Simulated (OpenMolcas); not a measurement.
Ni3+: effect of the IPEA shift

| Item | Value |
| --- | --- |
| Program | OpenMolcas 26.06 |
| Basis | ANO-R2 [6s5p4d2f1g] |
| Scalar Hamiltonian | X2C, finite nucleus |
| Active space | 7 electrons in 5 orbitals (3d) |
| State averaging | 2S+1 = 4 even, 10 roots; 2S+1 = 2 even, 40 roots |
| Spin-orbit coupling | state interaction with AMFI integrals over the reference wave functions, term energies averaged over their components |

Methods on the same reference wave functions:
A. CASSCF
B. MS-CASPT2, IPEA 0 Eh, imaginary shift 0.1 Eh (closed shells correlated: 3s 3p)
C. MS-CASPT2, IPEA 0.25 Eh, imaginary shift 0.1 Eh (closed shells correlated: 3s 3p)

Energies in cm-1 above 3d7 4F 9/2, the measured ground level; measured values from Corliss and Sugar, J. Phys. Chem. Ref. Data 10, 197 (1981).

| Level | A | B | C | Measured |
| --- | --- | --- | --- | --- |
| 3d7 4F 9/2 | 0.0 | 0.0 | 0.0 | 0.0 |
| 3d7 4F 7/2 | 1150 | 1158 | 1156 | 1190 |
| 3d7 4F 5/2 | 1992 | 1994 | 1993 | 2042 |
| 3d7 4F 3/2 | 2569 | 2560 | 2560 | 2621 |
| 3d7 4P 5/2 | 22215 | 17830 | 18220 | 18119 |
| 3d7 2G 9/2 | 22316 | 18960 | 19520 | 19830 |
| 3d7 4P 3/2 | 22579 | 18060 | 18450 | 18367 |
| 3d7 4P 1/2 | 23132 | 18700 | 19090 | 18958 |
| 3d7 2G 7/2 | 23421 | 20060 | 20610 | 20948 |
| 3d7 2P 3/2 | 29429 | 22890 | 23370 | 23649 |
| 3d7 2H 11/2 | 29623 | 26370 | 26850 | 26649 |
| 3d7 2P 1/2 | 30597 | 23860 | 24330 | 24651 |
| 3d7 2H 9/2 | 30608 | 27360 | 27840 | 27678 |
| 3d7 2D 5/2(1) | 32109 | 26400 | 27000 | 27096 |
| 3d7 2D 3/2(1) | 33849 | 28030 | 28640 | 28778 |
| 3d7 2F 5/2 | 51067 | 42800 | 43450 | 43438 |
| 3d7 2F 7/2 | 51552 | 43290 | 43950 | 43859 |
| 3d7 2D 3/2(2) | 79705 | 68090 | 68480 | 67360 |
| 3d7 2D 5/2(2) | 80256 | 68650 | 69070 | 67990 |

Deviations, from unrounded energies. A percentage is the sum of absolute deviations over the sum of measured energies, with the sign that they share, or ± where signs differ.

```json
{"Against measurement": "mean absolute deviation (cm-1)", "Levels": "18", "A": "4700", "B": "500", "C": "260"}
{"Against measurement": "fine structure of the ground term (%)", "Levels": "3", "A": "-2.4", "B": "-2.4", "C": "-2.4"}
{"Against measurement": "other terms of the ground configuration (%)", "Levels": "15", "A": "+17.8", "B": "±1.8", "C": "±0.9"}
```

C lies closest to measurement on these levels and A furthest from it. The largest miss of C in the table is 3d7 2D 3/2(2), by +1100 cm-1. The ranking rests on the paired levels alone, and a cruder setting can come out closer through cancelling errors.

Between B and C the level of the table that moves most is 3d7 2F 5/2, by 660 cm-1 (lowest in B, highest in C). Moves below CASPT2's spread within the term are not significant.

The mean deviations of B to C differ by less than CASPT2's widest spread within a term (1400 cm-1), so their order carries little weight.

From A to B the spin-free energies of the other terms of 3d7 shown, above 4F, scale by factors of 0.76 to 0.89, as is usual when dynamic correlation screens the repulsion within a d or f shell.

The lowest spin-free term lies below A's lowest term by 0.548 hartree in B, 0.542 hartree in C.

CASPT2 breaks the degeneracy within a term, and the mean is taken; among the terms shown or strongly mixed into the levels shown the widest spread is 1400 cm-1 (3d7 4F, B). Without dynamic correlation excited terms often stand tens of per cent too high (terms of higher spin than the ground term too low), and those without a measured partner can miss by more than the paired ones (holds for A). The CASPT2 spread within a term exceeds the gap to the next term for 3d7 2H and 3d7 2D(1), so the order of their levels is uncertain (holds for B; C). Measured partners are found by configuration, term and J. A level has none where our copy of the source lacks it or the pairing is in doubt (some pairs that miss far off the trend of their configuration count as doubtful), and it then counts in no deviation. Levels of configurations outside the active space are missing.

A number in round brackets counts repeated terms of one configuration in the order of the reference energies.
